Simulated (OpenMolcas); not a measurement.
Tb3+: moving or changing the point charges

Tb3+ among 6 point charges of -0.5 e arranged as an octahedron (Oh), 2.59 Å from the ion.

| Item | Value |
| --- | --- |
| Program | OpenMolcas 26.06 |
| Method | CASSCF |
| Basis | ANO-RCC-VDZP [7s6p4d2f1g] |
| Scalar Hamiltonian | DKH2, point nucleus |
| Active space | 8 electrons in 7 orbitals (4f) |
| State averaging | 2S+1 = 7 even, 7 roots; 2S+1 = 5 even, 62 roots kept (CI in the orbitals of an earlier block); 2S+1 = 3 even, 3 roots kept (CI in the orbitals of an earlier block, 0 in the spin-orbit step) |
| Spin-orbit coupling | state interaction with AMFI integrals over the reference wave functions |

Runs around this geometry, states (labels of O, the rotations of Oh). Energies in cm-1 above the lowest state or level, χT in cm3 K/mol.

```json
{"R (Å)": "2.59", "Ground state": "7A2", "First state of that spin": "7T2 75.8", "First gap with spin-orbit (degeneracies)": "7.5 (1, 3)", "Width of lowest J": "63", "χT at 300 K": "11.789"}
{"R (Å)": "2.81", "Ground state": "7A2", "First state of that spin": "7T2 51.6", "First gap with spin-orbit (degeneracies)": "5.1 (1, 3)", "Width of lowest J": "42", "χT at 300 K": "11.793"}
{"R (Å)": "3.1", "Ground state": "7A2", "First state of that spin": "7T2 32.4", "First gap with spin-orbit (degeneracies)": "3.1 (1, 3)", "Width of lowest J": "26", "χT at 300 K": "11.795"}
```

Taking the width of the lowest J multiplet as R^-n, n = -ln(26 / 63) / ln(3.1 / 2.59) = 4.9 between the shortest and longest distance.

High states are left out of the spin-orbit mixing, which shifts the levels that they would mix with. This is an electrostatic model: the charges have no orbitals. No measured value stands beside these numbers.
